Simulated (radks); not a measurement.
The tungsten ion W71+, configuration [He] 2s1. Calculated with a radial shooting solver on a logarithmic mesh with Libxc functionals: non-relativistic Kohn-Sham, PBE, spin-polarised, spherical densities, point nucleus; open shells are filled with parallel spins first (spin-orbit coupling, left out, can overturn this in heavy ions); relativity is left out, which matters for an element this heavy.

Normalised radial functions P(r) = r R(r), r in bohr:

```
   r/bohr * 1s up, o 1s down, + 2s up (the largest magnitude, 6.31, reaches the edge; | marks zero, & curves that meet)
 0.001319                             | +   &
 0.001598                             |  +    &
 0.001936                             |  +     &
 0.002346                             |   +      &
 0.002842                             |   +       &
 0.003444                             |    +        &
  0.00414                             |     +          &
 0.005016                             |     +            &
 0.006078                             |      +             &
 0.007364                             |       +              &
 0.008923                             |       +                &
  0.01081                             |       +                 &
   0.0131                             |       +                  &
  0.01575                             |      +                   &
  0.01908                             |    +                   &
  0.02312                             |  +                   &
  0.02801                            +|                  &
  0.03394                        +    |              &
  0.04113                    +        |          &
  0.04943                 +           |      &
   0.0599              +              |   &
  0.07258             +               | &
  0.08794              +              |&
   0.1066                 +           &
   0.1291                     +       &
   0.1552                        +    &
    0.188                           + &
   0.2278                            +&
   0.2761                             &
```

1s up: eigenvalue -72387 eV, 0 radial nodes, <r> = 0.0204 bohr, 90 % of the charge inside 0.0362 bohr. 1s down: eigenvalue -72366 eV, 0 radial nodes, <r> = 0.0204 bohr, 90 % of the charge inside 0.0362 bohr. 2s up: eigenvalue -17722.8 eV, 1 radial node at r = 0.0272 bohr, <r> = 0.0824 bohr, 90 % of the charge inside 0.125 bohr.
